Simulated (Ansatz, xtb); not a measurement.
# Ranking isomers of C5H3FO2S

7 gas-phase structures of C5H3FO2S, from a drawn sample of its isomers (lower ones may exist). Each was relaxed with GFN2-xTB; where two conformers were screened, the lower at r2SCAN-D4/def2-SVP is listed:

A. `O=C1OC(=S)C=C1CF`, a singlet
B. `O=COc1csc(F)c1`, a singlet
C. `OC1=C(F)C(=S)C=CO1`, a singlet
D. `O=C1C=C(F)OC=C1S`, a singlet
E. `O=COc1cc(F)cs1`, a singlet
F. `C=CC1=C(F)OC(=O)S1`, a singlet
G. `O=C1C=C(S)OC=C1F`, a singlet

**Question.** Make a reasoned guess at their ranking by r2SCAN-D4/def2-SVP single-point energy.

**Answer.** Calculated order at r2SCAN-D4/def2-SVP: A (0.0), D (7.1), E (25.1), B (30.3), F (31.3), C (56.5), G (63.0) kJ/mol. Less than 1 kcal/mol parts B and F, so the order within that pair means little.

Energies above the lowest of each column, in kJ/mol; the last columns are at PBE0-D3(BJ)/def2-SVP geometries and were run for some of them only (a dash: not run or not comparable):

```
structure  GFN2-xTB  HF/STO-3G  r2SCAN-D4/def2-SVP  PBE0-D3(BJ)/def2-SVP  CCSD(T)/def2-SVP + ΔMP2/def2-TZVPP
        A       5.0       21.6                 0.0                   0.0                                 0.0
        D       0.0       34.3                 7.1                   5.5                                30.2
        E       2.3        0.0                25.1                  19.2                                23.3
        B       7.8        4.7                30.3                  24.6                                29.1
        F      10.7        4.8                31.3                  28.5                                34.3
        C      28.0      106.7                56.5                     –                                   –
        G      37.4       57.2                63.0                     –                                   –
```

CCSD(T)/def2-SVP + ΔMP2/def2-TZVPP puts A lowest of those it was run on; GFN2-xTB picks D, HF/STO-3G picks E. CCSD(T)/def2-SVP + ΔMP2/def2-TZVPP orders those it was run on as A (0.0), E (23.3), B (29.1), D (30.2), F (34.3) kJ/mol. Less than 1 kcal/mol parts B and D; D and F, so the order within those pairs means little. Some further structures that were screened fall inside this span and aren't listed. Flexible structures stand in one conformer each, not always the lowest. Frequencies (GFN2-xTB) were run for A, B, D, E, F alone. ΔMP2 is the change of the MP2 energy from the smaller to the larger basis.

Over these structures GFN2-xTB departs from r2SCAN-D4/def2-SVP by 9.4 kJ/mol on average once a common shift is removed. A GFN2-xTB relaxation took about 0.074 s and the r2SCAN-D4/def2-SVP energy about 2.2 s on a shared host (Ansatz 0.2.0, xtb 6.7.1).
